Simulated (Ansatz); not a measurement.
`C[Te]C(C)=S` + CH₃NH₂ → `C[Te]C` + `CC(N)=S` at 400 K and 1 bar (formal exchange of groups at a Te–C bond).

Computed with Ansatz on PBE0-D4/def2-TZVP structures; ΔE is electronic, products minus reactants. CCSD(T)/CBS is the MP2 limit (def2-TZVPP, def2-QZVPP) plus CCSD(T) − MP2 in def2-TZVPP, frozen cores. def2 core potentials past Kr. For Te outer-core shells are correlated without core-valence functions, which leaves a few kJ/mol of doubt a bond. Each species was taken in one conformer, which may not be the lowest.

| species | CCSD(T)/CBS energy (Eh) | H − E (kJ/mol) | S (J/(mol·K)) |
| --- | --- | --- | --- |
| `C[Te]C(C)=S` | -783.25526 | 247.0 | 412.9 |
| CH₃NH₂ | -95.75281 | 185.4 | 256.0 |
| `C[Te]C` | -347.43957 | 217.8 | 339.8 |
| `CC(N)=S` | -531.59204 | 213.8 | 336.4 |

H − E and S are ideal-gas, rigid-rotor, harmonic terms from PBE0-D4/def2-TZVP, for one conformer and one mirror image of each species. 1 Eh = 2625.50 kJ/mol, R = 8.31446 J/(mol·K).

Task: By hand: ΔE, ΔH, ΔS and ΔG.

Result: ΔE = (-347.43957) + (-531.59204) − (-783.25526) − (-95.75281) = -0.02354 Eh = -61.8 kJ/mol. Δ(H − E) = 217.8 + 213.8 − 247.0 − 185.4 = -0.8, so ΔH = -62.6 kJ/mol. ΔS = 339.8 + 336.4 − 412.9 − 256.0 = 7.3 J/(mol·K). ΔG = -62.6 − 400 × (7.3)/1000 = -65.5 kJ/mol.

Task: By hand: the equilibrium constant, and the temperature at which ΔG would vanish if ΔH and ΔS stayed fixed.

Result: log₁₀ K = −ΔG/(RT ln 10) = 8.6. ΔH and −TΔS have one sign here, so there is no such temperature.

The number of gas molecules stays the same, so ΔS is small and ΔH decides. A doubt of 5 kJ/mol in ΔE shifts log₁₀ K by 0.7 here. Other conformers and mirror images would add mixing entropy, several J/(mol·K) or more a flexible species. Modes under 60 cm⁻¹, often nearly free rotors, make the harmonic entropy too high. These are equilibria of isolated gas molecules and say nothing of rates. Largest T1 diagnostic: 0.016 (customary marks: 0.02 for closed shells, 0.045 for open ones).

ΔS is within the doubt of such terms, so its sign, and with it that verdict, could turn.
